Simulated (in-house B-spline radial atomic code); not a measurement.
# Binding energies in Os²⁺

NIST's tabulated ground configuration is [Xe] 4f14 5d6; each binding energy is the energy of the ion with one electron taken from that subshell, relaxed, less that of the parent. Level of theory: Dirac-Hartree-Fock, average of configuration, Fermi nucleus of rms radius 5.4126 fm; calculated with a radial B-spline atomic code at the basis-set limit. Energies include first-order Breit, QED and recoil terms.

```json
{"subshell": "1s", "X-ray name": "K", "binding energy (eV)": "73896.6", "-ε (eV)": "74368.9", "relaxation (eV)": "90.4"}
{"subshell": "2s", "X-ray name": "L1", "binding energy (eV)": "13003.9", "-ε (eV)": "13106.0", "relaxation (eV)": "54.4"}
{"subshell": "2p1/2", "X-ray name": "L2", "binding energy (eV)": "12415.5", "-ε (eV)": "12521.4", "relaxation (eV)": "59.0"}
{"subshell": "2p3/2", "X-ray name": "L3", "binding energy (eV)": "10901.6", "-ε (eV)": "10987.2", "relaxation (eV)": "55.6"}
{"subshell": "3s", "X-ray name": "M1", "binding energy (eV)": "3086.7", "-ε (eV)": "3127.2", "relaxation (eV)": "30.8"}
{"subshell": "3p1/2", "X-ray name": "M2", "binding energy (eV)": "2826.2", "-ε (eV)": "2867.0", "relaxation (eV)": "31.9"}
{"subshell": "3p3/2", "X-ray name": "M3", "binding energy (eV)": "2492.1", "-ε (eV)": "2527.6", "relaxation (eV)": "30.1"}
{"subshell": "4s", "X-ray name": "N1", "binding energy (eV)": "692.5", "-ε (eV)": "707.6", "relaxation (eV)": "13.0"}
{"subshell": "4p1/2", "X-ray name": "N2", "binding energy (eV)": "582.8", "-ε (eV)": "597.5", "relaxation (eV)": "12.8"}
{"subshell": "4p3/2", "X-ray name": "N3", "binding energy (eV)": "504.2", "-ε (eV)": "516.8", "relaxation (eV)": "11.7"}
{"subshell": "5s", "X-ray name": "O1", "binding energy (eV)": "121.7", "-ε (eV)": "125.1", "relaxation (eV)": "3.1"}
{"subshell": "5p1/2", "X-ray name": "O2", "binding energy (eV)": "85.77", "-ε (eV)": "88.68", "relaxation (eV)": "2.68"}
{"subshell": "4f5/2", "X-ray name": "N6", "binding energy (eV)": "79.97", "-ε (eV)": "89.90", "relaxation (eV)": "10.10"}
{"subshell": "4f7/2", "X-ray name": "N7", "binding energy (eV)": "77.29", "-ε (eV)": "86.91", "relaxation (eV)": "9.89"}
{"subshell": "5p3/2", "X-ray name": "O3", "binding energy (eV)": "73.56", "-ε (eV)": "75.88", "relaxation (eV)": "2.23"}
{"subshell": "5d", "X-ray name": "O4,5", "binding energy (eV)": "27.2", "-ε (eV)": "28.27", "relaxation (eV)": "1.08"}
```

Relaxation = -ε minus the binding energy without Breit, QED and recoil terms.

Emission lines follow as differences of binding energies, with λ = 12398.42 eV·Å / E:

```csv
line,holes,energy (eV),wavelength (Å)
K-L3,1s → 2p3/2,62995.0,0.19682
K-L2,1s → 2p1/2,61481.1,0.20166
K-M3,1s → 3p3/2,71404.5,0.17364
L1-M3,2s → 3p3/2,10511.8,1.1795
L3-M1,2p3/2 → 3s,7814.9,1.5865
```

Question: What screening constant σ does Moseley's law, E = (3/4)·13.6057 eV·(Z - σ)², need for K-L3?

Answer: σ = -2.57.

Moseley's non-relativistic formula needs a falling, then negative, screening constant for heavy elements, because relativity binds the 1s electron more strongly than the formula allows.

Question: What does it cost to remove both a 3p3/2 and a 4f7/2 electron?

Answer: 2598.9 eV, which is 29.5 eV more than the two single binding energies together.

Question: What does it cost to remove both a 2p1/2 and a 3p3/2 electron?

Answer: 14999 eV, which is 91.64 eV more than the two single binding energies together.

Question: What does it cost to remove both a 4p3/2 and a 5s electron?

Answer: 645.47 eV, which is 19.62 eV more than the two single binding energies together.
